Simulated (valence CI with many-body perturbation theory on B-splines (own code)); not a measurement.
# As: electric-dipole lines

Computed by valence CI with perturbative core correlation (CI+MBPT): five valence electrons over a frozen Dirac-Fock core [Ar] 3d10, radial functions for each j: 9 s, 9 p, 8 d, 6 f, 3 g, 1 h, with the one-electron correlation potential Σ1, the two-electron term Σ2, the three-electron term Σ3, Breit, model QED; selected CI, second order for the rest, scaled by the run's own slope (own B-spline code, finite nucleus).

Against 11 measured levels this calculation errs by 93 cm⁻¹ on average and by 134 at most. These come from a selection out of the NIST Handbook of Basic Atomic Spectroscopic Data. Levels without a partner in it may be off by more. Among the levels kept, up to 1700 cm⁻¹ of a level comes from second order outside the variational space, and about a tenth of that is noise between levels of different J, which matters for small intervals.

Lines 101 to 150 of 287 in falling wavelength, among levels below 71619 cm⁻¹, chosen from the strongest by gf and those to the six lowest levels. Wavelengths and rates use the calculated energies, so an error of 90 cm⁻¹ moves a line at 14140 Å by 1.3 % and its rate by three times that or more. Electric multipoles are in the length gauge, E1 and E2 with the static RPA response of the core. Weak lines are less certain than strong ones. Lines between different terms over intervals too small for the method are left out, as are lines whose strength nearly cancels. Where a level lies close to another of its J and parity, the split of strength between their lines is uncertain. The highest levels of a list are the least certain.

Names give the largest LS component (configuration and term), which can be under half, so a name can repeat, a term be missing and a line seem to break the LS rules; names also repeat where a configuration has a term twice. Letters in brackets count levels of one name in rising energy.

```tsv
λ vac (Å)	Upper	Lower	A (s⁻¹)	S (a.u.) with core polarisation	S without
14140	4s2 4p2 4d 4P_3/2 [b]	4s2 4p2 5p 4P°_5/2	1.84e+06	1.03e+01	1.03e+01
14050	4s2 4p2 4d 4P_5/2 [b]	4s2 4p2 5p 2D°_3/2 [a]	1.63e+06	1.34e+01	1.34e+01
14000	4s2 4p2 4d 4P_1/2 [b]	4s2 4p2 5p 4S°_3/2	1.24e+07	3.35e+01	3.35e+01
13480	4s2 4p2 6s 2P_1/2	4s2 4p2 5p 4D°_1/2	3.26e+06	7.86e+00	7.86e+00
13370	4s2 4p2 5d 4F_3/2	4s2 4p2 5p 4S°_3/2	9.58e+05	4.52e+00	4.52e+00
13150	4s2 4p2 5p 4D°_1/2	4s2 4p2 5s 2P_1/2	3.13e+06	7.03e+00	7.03e+00
13070	4s2 4p2 4d 4P_5/2 [b]	4s2 4p2 5p 4P°_3/2	4.53e+06	3.00e+01	3.00e+01
12640	4s2 4p2 5p 2D°_3/2 [a]	4s2 4p2 5s 2P_3/2	9.94e+05	3.97e+00	3.97e+00
12550	4s2 4p2 4d 4P_3/2 [b]	4s2 4p2 5p 4P°_1/2	2.40e+06	9.34e+00	9.34e+00
12510	4s2 4p2 4d 4P_5/2 [b]	4s2 4p2 5p 4D°_5/2	6.60e+05	3.83e+00	3.83e+00
12400	4s2 4p2 6s 2P_1/2	4s2 4p2 5p 2S°_1/2	1.90e+06	3.58e+00	3.58e+00
12000	4s2 4p2 4d 4P_3/2 [b]	4s2 4p2 5p 4P°_3/2	1.47e+06	5.03e+00	5.03e+00
11580	4s2 4p2 5p 4P°_5/2	4s2 4p2 5s 2P_3/2	3.32e+06	1.53e+01	1.53e+01
11480	4s2 4p2 5d 4F_5/2	4s2 4p2 5p 2D°_3/2 [a]	8.78e+05	3.93e+00	3.93e+00
11440	4s2 4p2 5p 4D°_5/2	4s2 4p2 5s 4P_5/2	8.20e+05	3.63e+00	3.63e+00
11340	4s2 4p2 4d 4P_5/2 [b]	4s2 4p2 5p 4D°_3/2	1.68e+06	7.25e+00	7.25e+00
11310	4s2 4p2 5p 4P°_3/2	4s2 4p2 5s 2P_1/2	1.90e+06	5.42e+00	5.43e+00
11180	4s2 4p2 6p 4D°_3/2 [a]	4s2 4p2 5s 2D_3/2	2.32e+06	6.40e+00	6.40e+00
10960	4s2 4p2 5p 4D°_1/2	4s2 4p2 5s 4P_3/2	4.30e+06	5.58e+00	5.59e+00
10870	4s2 4p2 5p 4P°_1/2	4s2 4p2 5s 2P_1/2	2.75e+06	3.48e+00	3.49e+00
10870	4s2 4p2 5p 4D°_3/2	4s2 4p2 5s 4P_3/2	3.39e+06	8.59e+00	8.60e+00
10670	4s2 4p2 5p 2D°_3/2 [a]	4s2 4p2 5s 2P_1/2	1.85e+07	4.43e+01	4.44e+01
10630	4s2 4p2 5p 2S°_1/2	4s2 4p2 5s 4P_1/2	1.12e+07	1.33e+01	1.33e+01
10540	4s2 4p2 6s 2P_3/2	4s2 4p2 5p 2S°_1/2	2.28e+06	5.27e+00	5.27e+00
10530	4s2 4p2 5p 2D°_5/2 [b]	4s2 4p2 5s 2D_3/2	2.48e+06	8.60e+00	8.61e+00
10510	4s2 4p2 5p 2D°_5/2 [b]	4s2 4p2 5s 2D_5/2	1.60e+07	5.50e+01	5.51e+01
10510	4s2 4p2 5p 2D°_5/2 [a]	4s2 4p2 5s 2P_3/2	1.89e+07	6.50e+01	6.51e+01
10440	4s2 4p2 5p 2D°_3/2 [b]	4s2 4p2 5s 2D_3/2	8.74e+06	1.96e+01	1.96e+01
10430	4s2 4p2 5d 4F_5/2	4s2 4p2 5p 4D°_5/2	1.00e+06	3.37e+00	3.37e+00
10420	4s2 4p2 5p 2D°_3/2 [b]	4s2 4p2 5s 2D_5/2	2.90e+06	6.47e+00	6.48e+00
10340	4s2 4p2 5p 2P°_1/2 [a]	4s2 4p2 5s 2P_3/2	1.21e+07	1.32e+01	1.32e+01
10090	4s2 4p2 5p 4D°_7/2	4s2 4p2 5s 4P_5/2	2.50e+07	1.02e+02	1.02e+02
10060	4s2 4p2 5p 2F°_5/2	4s2 4p2 5s 2D_3/2	2.06e+07	6.19e+01	6.21e+01
10040	4s2 4p2 5p 2F°_5/2	4s2 4p2 5s 2D_5/2	8.99e+05	2.69e+00	2.70e+00
9974	4s2 4p2 5p 4D°_5/2	4s2 4p2 5s 4P_3/2	2.45e+07	7.20e+01	7.22e+01
9958	4s2 4p2 5p 2P°_3/2	4s2 4p2 5s 2P_3/2	2.08e+07	4.05e+01	4.06e+01
9952	4s2 4p2 5p 4D°_1/2	4s2 4p2 5s 4P_1/2	1.11e+07	1.08e+01	1.09e+01
9949	4s2 4p2 5p 2F°_7/2	4s2 4p2 5s 2D_5/2	2.50e+07	9.71e+01	9.73e+01
9876	4s2 4p2 5p 4D°_3/2	4s2 4p2 5s 4P_1/2	2.18e+07	4.15e+01	4.16e+01
9846	4s2 4p2 6p 4D°_5/2	4s2 4p2 5s 2D_3/2	1.17e+06	3.31e+00	3.32e+00
9829	4s2 4p2 6p 4D°_5/2	4s2 4p2 5s 2D_5/2	6.08e+06	1.71e+01	1.71e+01
9826	4s2 4p2 6p 4P°_1/2	4s2 4p2 5s 2D_3/2	2.83e+06	2.65e+00	2.65e+00
9790	4s2 4p2 4d 4P_3/2 [b]	4s2 4p2 5p 2S°_1/2	1.56e+06	2.88e+00	2.88e+00
9752	4s2 4p2 5d 4F_3/2	4s2 4p2 5p 4D°_3/2	1.40e+06	2.56e+00	2.56e+00
9679	4s2 4p2 5d 4F_3/2	4s2 4p2 5p 4D°_1/2	2.27e+06	4.06e+00	4.07e+00
9672	4s2 4p2 5p 4P°_5/2	4s2 4p2 5s 4P_5/2	2.10e+07	5.63e+01	5.65e+01
9647	4s2 4p2 5p 4P°_3/2	4s2 4p2 5s 4P_3/2	2.13e+07	3.77e+01	3.78e+01
9607	4s2 4p2 5d 4F_5/2	4s2 4p2 5p 4D°_3/2	4.22e+06	1.11e+01	1.11e+01
9368	4s2 4p2 6p 2D°_3/2	4s2 4p2 5s 2D_3/2	1.06e+07	1.72e+01	1.73e+01
9353	4s2 4p2 5p 4S°_3/2	4s2 4p2 5s 4P_5/2	3.07e+07	4.95e+01	4.96e+01
```
